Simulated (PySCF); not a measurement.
**Computed properties of BiCl₂, SMILES [Cl][Bi+][Cl]**

BiCl₂, SMILES [Cl][Bi+][Cl] (connectivity only; charge and spin as stated), charge +1, multiplicity 1. Coordinates come from a PBE0-D3(BJ)/def2-TZVP optimisation. The spin state was assumed, not searched. The isomer is the one that the SMILES or the coordinates give; other isomers of the formula were not compared. The def2 effective core potentials stand for the cores of Bi; spin–orbit coupling is left out. The values are those of a single conformer. All values are computed for the isolated molecule unless a solvent is named; none is compared with measurement here.

**Structure.** The optimised structure has C2v symmetry. All 3 harmonic modes at PBE0-D3(BJ)/def2-TZVP (PySCF) are real, so it is a minimum. With heavy atoms numbered as in [Bi+:1]([Cl:2])[Cl:3], the shortest bond between them is Bi1–Cl3 at 2.342 Å and the longest Bi1–Cl2 at 2.342 Å.

**Vibrations.** The strongest infrared lines (harmonic, unscaled, degenerate partners summed) lie at 388 cm⁻¹ (57 km/mol, Cl 84 %, Bi 16 %), 403 cm⁻¹ (17 km/mol, Cl 87 %, Bi 13 %), 124 cm⁻¹ (1 km/mol, Cl 88 %, Bi 12 %). The softest mode is at 124 cm⁻¹ and the zero-point energy is 1.3 kcal/mol.

**Electronic structure.** CAM-B3LYP/def2-TZVPD (PySCF) places the frontier levels at -15.97 and -9.15 eV, a gap of 6.82 eV and a mean polarisability of 60.7 bohr³.

**Excitations.** TDDFT-B3LYP/def2-SVPD (PySCF) has S1 at 2.95 eV (420 nm, f = 0.000, dark); the most intense of the 10 singlets computed lies at 3.81 eV (f = 0.04). T1 (TDA) is at 2.78 eV.
